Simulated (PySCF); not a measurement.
Sn(H)(Cl)2(OMe) (CH4Cl2OSn), SMILES C[O][SnH]([Cl])[Cl].

Geometry: B3LYP-D3(BJ)/def2-SVP. The def2 effective core potentials stand for the cores of Sn; spin–orbit coupling is left out. The values are those of a single conformer.

Two levels are set side by side: TDA-PBE/def2-SVPD (PySCF) and TDA-PBE0/def2-SVPD (PySCF). Vertical, same geometry. The lowest singlet is HOMO→LUMO 99 % with PBE and HOMO→LUMO 97 % with the other functional; states are paired by order. Differences are taken from unrounded values.

```tsv
quantity	TDA-PBE0	TDA-PBE	TDA-PBE minus TDA-PBE0
lowest singlet excitation (eV)	4.73	3.75	-0.98
lowest triplet excitation (TDA) (eV)	4.38	3.51	-0.88
first bright state (f over 0.05) (eV)	5.59	4.71	-0.88
its oscillator strength	0.08	0.06	-0.02
```

A lower first singlet is the usual sign of a functional without exact exchange. Differences between two approximate levels are no errors against the true value.

Rough cost on one machine, each run with all the roots and properties that it gave: TDA-PBE0 against TDA-PBE about 2 times.
